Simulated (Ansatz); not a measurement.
C₆H₁₄B, doublet, at a GFN2-xTB geometry; CCSD(T)/STO-3G (Ansatz, a quantum-chemistry and plane-wave program).

The Ansatz input:
Ansatz 0.2 input:
```yaml
crystal:
  periodic: [false, false, false]
  atoms:
    - {symbol: C, position_ang: [-0.81571304, 1.49644311, 0.49606975]}
    - {symbol: C, position_ang: [-1.12370946, 1.19925143, -0.87889224]}
    - {symbol: B, position_ang: [0.01647518, 0.17386727, -0.17679816]}
    - {symbol: C, position_ang: [-0.40761165, -1.29009994, 0.31421437]}
    - {symbol: C, position_ang: [-1.89625439, -1.64115957, 0.27361715]}
    - {symbol: C, position_ang: [1.53991635, 0.43359044, -0.60280714]}
    - {symbol: C, position_ang: [2.57255751, -0.06594262, 0.41533499]}
    - {symbol: H, position_ang: [-0.18869520, 2.34297524, 0.72671335]}
    - {symbol: H, position_ang: [-1.52628180, 1.23578382, 1.26398046]}
    - {symbol: H, position_ang: [-0.72690411, 1.83987995, -1.65112825]}
    - {symbol: H, position_ang: [-2.07066148, 0.74139282, -1.11428056]}
    - {symbol: H, position_ang: [0.13287451, -2.04684031, -0.26230496]}
    - {symbol: H, position_ang: [-0.06467319, -1.42339307, 1.34681979]}
    - {symbol: H, position_ang: [-2.26508282, -1.63211672, -0.75005955]}
    - {symbol: H, position_ang: [-2.06893838, -2.63598655, 0.68182680]}
    - {symbol: H, position_ang: [-2.48365403, -0.93469187, 0.85640922]}
    - {symbol: H, position_ang: [1.74918646, -0.07210133, -1.55179763]}
    - {symbol: H, position_ang: [1.72785621, 1.49541898, -0.78299625]}
    - {symbol: H, position_ang: [3.58630885, 0.14011116, 0.07582495]}
    - {symbol: H, position_ang: [2.42691532, 0.42566764, 1.37473219]}
    - {symbol: H, position_ang: [2.47426198, -1.13793348, 0.56502969]}
basis:
  gaussian:
    orbitals: STO-3G
magnetization: {spin_polarized: true, initial_magnetization: 1}
correlation: {method: ccsd_t, electrons: outside_noble_gas}
accuracy: high
```

What the program printed (banner, timings and long lists left out):

```
Functional definition: HF
1175 factors; integrals over basis functions are off by at most 2.0e-9 eV
mean field evaluation 1: about -6989.0535 eV, gradient 1.3e1 eV
mean field evaluation 2: about -6989.4657 eV, gradient 1.3e1 eV
mean field evaluation 4: about -6990.9660 eV, gradient 6.4e-1 eV
mean field evaluation 8: about -6990.9732 eV, gradient 1.6e-3 eV
mean field -6990.97320513 eV, -256.9135266367 hartree, gradient 2.9e-8 eV, S^2 0.757186; 0 other end points of the search recorded, 0 dependent functions left out
7 core orbitals not correlated
reference -6990.97320513 eV, -256.9135266367 hartree; 21, 20 occupied and 21, 22 virtual orbitals, 1175 factors
second order -9.34262532 eV of doubles, -0.00000000 eV of singles
cycle   1  -11.34460780 eV  change    -2.0e0 eV  update   9.9e-2
cycle   2  -12.25175217 eV  change   -9.1e-1 eV  update   3.8e-2
cycle   3  -12.31858923 eV  change   -6.7e-2 eV  update   8.5e-3
cycle   4  -12.32206430 eV  change   -3.5e-3 eV  update   3.0e-3
cycle   5  -12.32217146 eV  change   -1.1e-4 eV  update   1.4e-3
cycle   6  -12.32115714 eV  change    1.0e-3 eV  update   7.2e-4
cycle   7  -12.32113813 eV  change    1.9e-5 eV  update   3.7e-4
cycle   8  -12.32140694 eV  change   -2.7e-4 eV  update   1.7e-4
cycle   9  -12.32139800 eV  change    8.9e-6 eV  update   5.5e-5
cycle  10  -12.32140806 eV  change   -1.0e-5 eV  update   1.6e-5
cycle  11  -12.32140958 eV  change   -1.5e-6 eV  update   6.3e-6
cycle  12  -12.32141133 eV  change   -1.7e-6 eV  update   2.2e-6
cycle  13  -12.32140997 eV  change    1.4e-6 eV  update   7.5e-7
cycle  14  -12.32140804 eV  change    1.9e-6 eV  update   3.2e-7
cycle  15  -12.32140751 eV  change    5.3e-7 eV  update   1.7e-7
cycle  16  -12.32140737 eV  change    1.3e-7 eV  update   1.0e-7
cycle  17  -12.32140739 eV  change   -1.9e-8 eV  update   6.4e-8
cycle  18  -12.32140742 eV  change   -2.8e-8 eV  update   4.2e-8
cycle  19  -12.32140745 eV  change   -2.5e-8 eV  update   3.0e-8
cycle  20  -12.32140743 eV  change    1.4e-8 eV  update   1.2e-7
cycle  21  -12.32140745 eV  change   -1.8e-8 eV  update   3.3e-8
cycle  22  -12.32140746 eV  change   -9.8e-9 eV  update   1.1e-8
cycle  23  -12.32140747 eV  change   -5.2e-9 eV  update   4.7e-9
cycle  24  -12.32140747 eV  change   -1.1e-9 eV  update   1.8e-9
perturbative correction -0.10502305 eV, -0.0038595259 hartree
Total energy: -7003.39963565 eV, -257.3701895353 hartree
```
